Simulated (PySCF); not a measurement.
La⁺: interval between two levels

La⁺ [Xe] 5d2 [3F4, M_J = 4] → La⁺ [Xe] 5d1 6p1 [3F4, M_J = 4], as a difference of total energies. All numbers are calculated (PySCF 2.14, the two-component X2C-1e Hamiltonian, in x2c-TZVPall-2c (11s11p10d2f, 108 functions)). Correlated levels: [Ar] 3d10 frozen; the 18 highest virtual spinors dropped. "Screened" scales the spin-orbit matrix elements by Boettger's factors to mimic the two-electron term; Breit and QED terms are absent.

```tsv
method	interval between two levels (cm⁻¹)
GHF (screened spin-orbit)	22651
GMP2 (screened spin-orbit)	22396
```

The labels give the starting determinants; with spin-orbit coupling the two ends relaxed to ⟨J²⟩ = 20.02, ⟨L²⟩ = 12.07, ⟨S²⟩ = 2.04 and ⟨J²⟩ = 20.01, ⟨L²⟩ = 12.05, ⟨S²⟩ = 2.04.
